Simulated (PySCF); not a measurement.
Dipole moment and polarisability of `C=C[C@@H](Cl)[C@@](C)(F)C=O`

Compound: C6H8ClFO.
Structure used (GFN2-xTB), in Å, numbered top down from 1:
```
atom  x, y, z in Å
C1     2.2102    1.5152   -0.1390
C2     1.1197    1.2114    0.5394
C3     0.5593   -0.1705    0.6143
Cl4    0.5808   -0.6982    2.3325
C5    -0.8719   -0.2318    0.0516
C6    -1.5281   -1.6007    0.2122
F7    -1.6595    0.7147    0.6842
C8    -0.8187    0.1331   -1.4247
O9    -0.1225   -0.4129   -2.2287
H10    2.7629    0.7718   -0.6892
H11    2.5883    2.5217   -0.1744
H12    0.5680    1.9598    1.0912
H13    1.1745   -0.8817    0.0581
H14   -1.5296   -1.8824    1.2620
H15   -0.9784   -2.3393   -0.3639
H16   -2.5547   -1.5522   -0.1439
H17   -1.5075    0.9540   -1.6915
```

Level: PBE0/def2-SVPD (PySCF), static field, nuclei fixed, core orbitals frozen in the response. The polarisability tensor in these axes (au):

```
x   89.95  9.40 -3.96
y    9.40 83.72 -7.22
z   -3.96 -7.22 92.93
```

Task: What are the eigenvalues, a third of the trace, and Δα (Δα² = ½Σ(αi − αj)² over the three pairs)?

Result: Principal values 76.05, 87.85 and 102.70 au; mean 88.87 au = 13.17 Å³ = 14.65 × 10⁻⁴⁰ C²·m²/J; Δα = 23.13 au (26 % of the mean).

Task: What is the dipole moment, and where does it point?

Result: (-0.23, 0.23, -0.56) D, 0.64 D in size, pointing from the negative to the positive side. Measured along this direction, the outermost atoms are Cl4 at the negative end and H17 at the positive end.

Task: Find the Langevin capture rate constant for NO+ (29.998 u) meeting this molecule (150.025 u), k = 2.342 × 10⁻⁹ cm³/s × √(α in Å³ / reduced mass in u).

Result: The reduced mass is 25.00 u, so k = 1.70 × 10⁻⁹ cm³/s. The formula leaves out the permanent dipole, which adds to the capture rate.

Task: Sum over states: ᾱ = Σ f/ω², ω in Eh. What share falls to these 6 lowest TDDFT singlets (eV, f)? 4.16, 0.0004; 5.51, 0.0250; 6.17, 0.0126; 6.25, 0.0051; 6.41, 0.0041; 6.90, 0.1361.

Result: They add up to 3.16 au, 3.6 % of the 88.87 au; the largest single term is 2.11 au, from the state at 6.90 eV. Terms in order: 0.02, 0.61, 0.25, 0.10, 0.07, 2.11 au. Higher excitations give the rest. The strengths listed sum to 0.183.

Task: How large is μ²/3kT at 298 K beside α?

Result: In Gaussian units μ²/3kT = 3.36 Å³ against 13.17 Å³, a ratio of 0.26; the Debye molar polarisation (4π/3)N_A(α + μ²/3kT) is 41.7 cm³/mol, leaving out the vibrational part.

Task: What depolarisation ratio follows for Rayleigh scattering of linearly polarised light, taking the static tensor?

Result: ρ = 3Δα²/(45ᾱ² + 4Δα²) = 1604.9/(355374 + 2139.9) = 0.00449.

Task: Molar refractivity from α?

Result: Lorentz–Lorenz: R = (4π/3)N_A α = 2.5225 cm³/(mol·Å³) × 13.17 Å³ = 33.2 cm³/mol, in the limit of long wavelengths.

One conformer (not necessarily the lowest) at the GFN2-xTB geometry, without solvent, vibrations or thermal averaging.

The run behind these numbers computed excited states as well. Time: 63 s of wall time (with the writing of density and orbital grids); peak memory 1.0 GiB. Hardware: Arm Neoverse V2, one thread, no GPU (shared host).
